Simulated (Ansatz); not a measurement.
Program: Ansatz. Geometries: PBE0-D4/def2-TZVP. ΔE: electronic, gas phase. CCSD(T)/CBS is the MP2 limit (def2-TZVPP, def2-QZVPP) plus CCSD(T) − MP2 in def2-TZVPP, frozen cores. For Ge outer-core shells are correlated without core-valence functions, which leaves a few kJ/mol of doubt a bond. Scalar relativity is left out up to krypton. One conformer a species, not always the lowest.

Consider the ligand exchange at a Ge–O bond: `ClBC[O][GeH3]` + `CC(O)=S` → `CC(=S)[O][GeH3]` + `OCBCl`.

`ClBC[O][GeH3]`:

Z-matrix (Å, degrees):
```
C
B 1 1.561
O 1 1.413 2 115.8
H 1 1.105 2 109.9 3 -128.6
H 1 1.102 2 106.8 3 119.6
Cl 2 1.748 1 118.7 3 -178.7
H 2 1.192 1 123.9 3 0.2
Ge 3 1.781 1 118.1 2 -79.6
H 8 1.542 3 108.3 1 -62.5
H 8 1.530 3 104.9 1 177.2
H 8 1.542 3 109.2 1 56.6
```

`CC(O)=S`:

Z-matrix (Å, degrees):
```
C
C 1 1.488
H 1 1.094 2 109.4
H 1 1.094 2 109.4 3 -116.9
H 1 1.085 2 111.0 3 121.6
O 2 1.331 1 111.2 3 58.3
S 2 1.627 1 126.1 3 -121.7
H 6 0.969 2 107.1 1 180.0
```

`CC(=S)[O][GeH3]`:

Z-matrix (Å, degrees):
```
C
C 1 1.498
H 1 1.086 2 110.7
H 1 1.096 2 110.3 3 120.7
H 1 1.096 2 110.3 3 -120.7
S 2 1.626 1 123.3 3 0.0
O 2 1.326 1 116.3 3 -180.0
Ge 7 1.813 2 127.9 1 0.1
H 8 1.527 7 101.9 2 -180.0
H 8 1.534 7 108.5 2 -60.7
H 8 1.534 7 108.5 2 60.8
```

`OCBCl`:

Z-matrix (Å, degrees):
```
C
B 1 1.549
O 1 1.404 2 119.2
H 1 1.105 2 106.4 3 -124.9
H 1 1.104 2 106.6 3 125.0
Cl 2 1.749 1 120.1 3 0.4
H 2 1.191 1 122.1 3 -179.7
H 3 0.962 1 108.3 2 -0.7
```

| species | SCS-MP2/def2-TZVPP energy (Eh) |
| --- | --- |
| `ClBC[O][GeH3]` | -2676.81819 |
| `CC(O)=S` | -551.26267 |
| `CC(=S)[O][GeH3]` | -2628.03984 |
| `OCBCl` | -600.03368 |

(1) Work out ΔE.

Largest T1 diagnostic among the species: 0.017.

Answers

(1) ΔE = (-2628.03984) + (-600.03368) − (-2676.81819) − (-551.26267) = 0.00734 Eh = +19.3 kJ/mol. CCSD(T)/CBS gives +15.7 kJ/mol.

The D4 term adds −3.2 kJ/mol with B3LYP and −1.7 kJ/mol with PBE0; it sums over pairs of atoms, weighted by their polarisabilities, and B3LYP, whose exchange is more repulsive, gets the larger term. In def2-TZVPP, CCSD(T) changes the Hartree–Fock value by −7.2 kJ/mol (the triples alone add −1.2 kJ/mol) and MP2 by −7.8 kJ/mol.

B3LYP here is the variant with VWN-RPA as its local correlation; programs differ in this.
